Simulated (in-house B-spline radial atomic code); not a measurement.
**The hafnium ion Hf³⁺: [Ar] 3d10 4s2 (4p1/2)2 (4p3/2)3 4d10 4f14 5s2 (5p1/2)1 (5p3/2)4 5d1 6s2 (with a hole in an inner shell)**

Method: Dirac-Hartree-Fock, average of the jj configuration, Fermi nucleus of rms radius 5.347 fm. Calculated with a B-spline radial code for spherical atoms.

Z_r = [3n² - l(l+1)]/(2<r>); Z_e = n√(-2ε); the last column is Slater's effective charge. Values are occupation-weighted means over j. An effective charge above Z reflects the relativistic contraction of the inner shells.

```
shell  electrons   ε (eV)  <r> (bohr)    Z_r    Z_e  Slater
   1s          2   -65815     0.01899  79.00  69.55   71.70
   2s          2   -11435     0.07971  75.28  57.98   67.85
   2p          6   -10103     0.07132  70.11  54.50   67.85
   3s          2  -2704.7      0.2076  65.03  42.30   60.75
   3p          6  -2294.3      0.2074  60.26  38.96   60.75
   3d         10  -1779.7      0.1889  55.58  34.31   50.85
   4s          2  -611.96      0.4676  51.33  26.83   44.60
   4p          5  -480.82      0.4949  46.48  23.78   44.60
   4d         10  -287.28      0.5331  39.39  18.38   33.85
   5s          2  -121.41        1.11  33.79  14.94   15.55
   5p          5   -82.59        1.28  28.51  12.32   15.55
   4f         14  -80.273      0.6278  28.67   9.72   22.45
   5d          1  -40.964       1.723  20.02   8.68    6.00
   6s          2  -32.398       2.662  20.29   9.26    5.85
```

The least bound orbital is 6s1/2 at -32.4 eV, and it is also the most diffuse (<r> = 2.662 bohr). The part-filled 4p shell lies below the filled 6s shell in orbital energy.

For the 1s electron the small component carries 7.33 % of the norm, the zero-frequency Breit interaction raises the level by 221.9 eV, self-energy by 137.6 eV, and vacuum polarisation lowers it by 25.26 eV.
